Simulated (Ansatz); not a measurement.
A nudged elastic band was laid between two geometries of Cl$_{2}$F$_{2}$H$_{2}$HfO (8 atoms, charge 0, multiplicity 1).

These are results of RHF/def2-SVP (Ansatz), not measurements.

```
movable images  : 5
climbing image  : yes
spring          : 5.0 eV/Å²
optimiser       : quadratic models (default)
start path      : through a guess of the saddle point
force threshold : 0.03 eV/Å
iteration limit : 60
end points      : relaxed
```

Image 0:

```xyz
8
Properties=species:S:1:pos:R:3
Hf 0.010 -0.051 0.082
Cl -0.059 -0.348 2.494
Cl 2.123 -0.271 -1.023
O -1.157 1.270 -0.636
H -1.752 1.869 -1.050
F -0.838 -1.671 -0.448
F 1.110 1.940 1.046
H 1.168 1.914 1.956
```

Image 6:

```xyz
8
Properties=species:S:1:pos:R:3
Hf 0.459 0.186 -0.355
Cl -0.728 0.761 2.820
Cl 1.694 -0.150 -2.368
O -1.057 1.258 -0.793
H -1.822 1.773 -0.975
F -0.028 -1.563 0.255
F 1.674 1.079 0.848
H 0.413 1.306 2.990
```

(1) What changes between the two ends?

(2) What energy profile does the band end with?

(3) What is the geometry of the highest image?

(4) What are the harmonic wavenumbers there?

Results:

(1) Bonds broken: Hf1–Cl2, F7–H8. Bonds formed: Cl2–H8.

(2) The forces met the threshold. The highest image is number 2 of 0 to 6, 0.78 eV above the first end and 0.73 eV above the last; the last end lies 0.05 eV above the first. A vibrational analysis at the climbing image gives one clearly imaginary mode, 1152i cm⁻¹: a first-order saddle point. The orbitals stay closed-shell, which can raise the energy where a bond breaks towards radicals; this wasn't checked here.

| image | path coordinate (Å) | energy (eV) | Hf1–Cl2 (Å) | F7–H8 (Å) | Cl2–H8 (Å) |
| --- | --- | --- | --- | --- | --- |
| 0 | 0.00 | 0.00 | 2.43 | 0.91 | 2.63 |
| 1 | 0.83 | 0.14 | 2.49 | 0.92 | 2.17 |
| 2 | 1.65 | 0.78 | 2.73 | 1.21 | 1.49 |
| 3 | 2.12 | 0.38 | 2.93 | 1.71 | 1.30 |
| 4 | 2.59 | 0.16 | 3.13 | 2.06 | 1.28 |
| 5 | 3.05 | 0.07 | 3.32 | 2.32 | 1.28 |
| 6 | 3.52 | 0.05 | 3.44 | 2.50 | 1.28 |

(3) 
```xyz
8
Properties=species:S:1:pos:R:3
Hf 0.208 0.228 -0.013
Cl -0.273 0.256 2.674
Cl 1.947 -0.041 -1.618
O -1.148 1.316 -0.758
H -1.838 1.758 -1.222
F -0.440 -1.568 0.035
F 1.373 1.529 1.169
H 0.775 1.174 2.155
```

(4) 1152i, 20, 120, 133, 146, 179, 182, 221, 370, 378, 420, 502, 557, 686, 774, 967, 1490, 4269 cm⁻¹.

Run time: 2.7 min on 2 threads of Arm Neoverse V1, with other jobs on the host, peak memory 0.29 GiB.
